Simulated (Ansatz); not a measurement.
The first iterations of a band of C2H9NOSSi (15 atoms, charge 0, multiplicity 1).

Theory: RKS PBE0-D4/def2-SVP (Ansatz 0.2.0).

| Property | Result |
| --- | --- |
| movable images | 4 |
| climbing image | no |
| spring | 5.0 eV/Å² |
| optimiser | quadratic models (default) |
| start path | through a guess of the saddle point |
| force threshold | 0.05 eV/Å |
| iteration limit | 60 |
| end points | relaxed |

First end point:

```xyz
15
Properties=species:S:1:pos:R:3
C 1.041 -0.943 1.685
C 1.268 -0.671 0.219
O 2.229 -1.554 -0.248
S -0.313 -0.900 -0.757
Si -1.004 1.139 -0.877
N -2.715 1.255 -1.029
H 1.991 -0.834 2.230
H 0.671 -1.969 1.822
H 0.307 -0.240 2.102
H 1.579 0.383 0.075
H 2.333 -1.408 -1.196
H -0.525 1.801 0.376
H -0.438 1.849 -2.064
H -3.126 1.238 -1.956
H -3.320 0.802 -0.354
```

Last end point:

```xyz
15
Properties=species:S:1:pos:R:3
C 1.465 -0.882 1.661
C 1.132 -0.783 0.192
O 1.753 -1.833 -0.467
S -0.712 -0.872 -0.087
Si -1.198 1.195 -0.455
N -2.538 1.381 -1.519
H 1.015 -0.053 2.222
H 2.559 -0.854 1.790
H 1.089 -1.831 2.068
H 1.452 0.200 -0.207
H 1.511 -1.786 -1.399
H -1.577 1.920 0.795
H 0.050 1.797 -1.023
H -2.551 0.905 -2.414
H -3.471 1.445 -1.127
```

| iteration | highest image above the first end (eV) | largest band force component (eV/Å) |
| --- | --- | --- |
| 1 | 25.263 | 142.733 |
| 2 | 9.789 | 59.854 |
| 3 | 4.364 | 31.931 |
| 4 | 1.612 | 14.781 |
| 5 | 0.541 | 6.963 |
| 6 | 0.260 | 2.879 |
| 7 | 0.246 | 1.487 |

Task: Does the band converge within its limit, and where does its top end?

Result: The run converged. It ended after 22 iterations with the highest image 0.118 eV above the first end. No image climbed, so the highest image needn't sit at the top of the path.

The run took 3.9 min on 2 threads of Intel(R) Xeon(R) 6975P-C (Granite Rapids) (shared host), peak memory 0.39 GiB.
